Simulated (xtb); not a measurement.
CH5S (SMILES C[SH2+]), charge +1, singlet, at a GFN2-xTB geometry; xtb with GFN0-xTB.

Input for xtb:
```
$ xtb mol.xyz --gfn 0 --chrg 1 --acc 0.1 --json

# file mol.xyz
7

C     -0.03747748     1.18530286    -0.11525700
S     -0.02095352    -0.61772925     0.15157957
H      1.25160297    -0.85395482    -0.24996242
H     -1.06827047     1.52354437    -0.03438541
H      0.54627907     1.64404919     0.67989192
H      0.37245221     1.44603148    -1.08584758
H     -0.54194256    -0.98781933    -1.04342765
```

Output, abridged:

```
   ID    Z sym.   atoms
    1    6 C      1
    2   16 S      2
    3    1 H      3-7

           -------------------------------------------------
          |                Calculation Setup                |
           -------------------------------------------------

           -------------------------------------------------
          |                 G F N 0 - x T B                 |
           -------------------------------------------------

          ...................................................
          :                      SETUP                      :
          :.................................................:
          :  # basis functions                  24          :
          :  # atomic orbitals                  23          :
          :  # shells                           15          :
          :  # electrons                        14          :
          :  electronic temp.          300.0000000     K    :
          :  accuracy                    0.1000000          :
          :  -> integral cutoff          0.3500000E+02      :
          :  -> integral neglect         0.1000000E-08      :
          ...................................................

         :::::::::::::::::::::::::::::::::::::::::::::::::::::
         ::                     SUMMARY                     ::
         :::::::::::::::::::::::::::::::::::::::::::::::::::::
         :: total energy              -6.420163939274 Eh    ::
         :: gradient norm              0.016199231104 Eh/a0 ::
         :: HOMO-LUMO gap              6.603489157915 eV    ::
         ::.................................................::
         :: H0 energy                 -7.881015602761 Eh    ::
         :: repulsion energy           0.082387113468 Eh    ::
         :: electrostat energy         1.379209289914 Eh    ::
         :: -> Gsolv                   0.000000000000 Eh    ::
         ::    -> Gsasa                0.000000000000 Eh    ::
         ::    -> Gshift               0.000000000000 Eh    ::
         :: dispersion energy         -0.000744739895 Eh    ::
         :: short-range corr.          0.000000000000 Eh    ::
         :: add. restraining           0.000000000000 Eh    ::
         :: total charge               1.000000000000 e     ::
         :::::::::::::::::::::::::::::::::::::::::::::::::::::

           -------------------------------------------------
          |                Property Printout                |
[...]
        16                         -0.0173825              -0.4730
        17                         -0.0131918              -0.3590
        18                          0.1208758               3.2892
       ...                                ...                  ...
        23                          0.8371850              22.7810
      -------------------------------------------------------------
                  HL-Gap            0.2426738 Eh            6.6035 eV
             Fermi-level            0.0000000 Eh            0.0000 eV

     #   Z          covCN         q      C6AA      α(0)
     1   6 C        3.743    -0.519    36.517     8.724
     2  16 S        2.811     0.258   128.612    19.121
     3   1 H        0.921     0.164     1.299     1.782
     4   1 H        0.925     0.316     0.664     1.274
     5   1 H        0.925     0.316     0.664     1.274
     6   1 H        0.925     0.301     0.706     1.314
     7   1 H        0.921     0.164     1.299     1.782

 Mol. C6AA /au·bohr⁶  :        487.880547
 Mol. C8AA /au·bohr⁸  :      16416.723564
 Mol. α(0) /au        :         35.271370

Wiberg/Mayer (AO) data.
largest (>0.10) Wiberg bond orders for each atom

 ---------------------------------------------------------------------------
     #   Z sym  total        # sym  WBO       # sym  WBO       # sym  WBO
 ---------------------------------------------------------------------------
     1   6 C    3.964 --     2 S    1.023     6 H    0.981     5 H    0.974
                             4 H    0.974
     2  16 S    2.971 --     1 C    1.023     7 H    0.967     3 H    0.967
     3   1 H    0.978 --     2 S    0.967
     4   1 H    0.980 --     1 C    0.974
     5   1 H    0.980 --     1 C    0.974
     6   1 H    0.983 --     1 C    0.981
     7   1 H    0.978 --     2 S    0.967
 ---------------------------------------------------------------------------

Topologies differ in total number of bonds
Writing topology from bond orders to xtbtopo.mol

 dipole moment from electron density (au)
     X       Y       Z
   0.1949  -0.6169  -0.3364  total (Debye):    1.853

           -------------------------------------------------
          | TOTAL ENERGY               -6.420163939274 Eh   |
          | GRADIENT NORM               0.016199231104 Eh/α |
          | HOMO-LUMO GAP               6.603489157915 eV   |
           -------------------------------------------------

normal termination of xtb
```
